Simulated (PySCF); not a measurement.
Cost against size for one kind of job: PySCF, PBE0-D3(BJ)/def2-SVP geometry optimisation, gas phase, def2 core potentials past Kr; work: geometry optimisation from a GFN2-xTB start shaken at random. Hardware: one thread of an AMD EPYC, no GPU, on a shared host. The host was shared with other jobs, so the times are rough. Peak memory is the resident size of the whole Python process, interpreter and libraries included.

| species (SMILES) | atoms | electrons | basis functions | SCF cycles | gradient evaluations | wall time | peak memory |
| --- | --- | --- | --- | --- | --- | --- | --- |
| C[O][Zr]([N]=C=S)([N]=C=S)[O]C | 17 | 132 | 209 | 217 | 26 | ? | ? |
| C[C@@H]1C[C@H]1[C@@H]1CCC[CH2][GeH2]1 | 28 | 104 | 248 | 43 | 7 | 10 min | 1.1 GiB |
| C/C=C(/C)[C@@H]1[GeH2][CH2]C[C@@H]1C | 28 | 104 | 248 | 95 | 14 | ? | ? |
| C1CC[CH]([GeH]2[CH2]CC[CH2]2)C1 | 28 | 104 | 248 | 33 | 5 | 7.1 min | 1.1 GiB |
| C[C@@H]1C[C@@H]1[C@@H]1CCC[CH2][GeH2]1 | 28 | 104 | 248 | 31 | 5 | 6.6 min | 1.1 GiB |

Problem. Estimate the withheld figures.

Solution. `C[O][Zr]([N]=C=S)([N]=C=S)[O]C`: 34 min, 1.2 GiB; `C/C=C(/C)[C@@H]1[GeH2][CH2]C[C@@H]1C`: 20 min, 1.2 GiB.

Problem. Which species took longest, and how many times the shortest run?

Solution. `C[O][Zr]([N]=C=S)([N]=C=S)[O]C`, at 34 min: about 5.2 times the shortest (6.6 min).
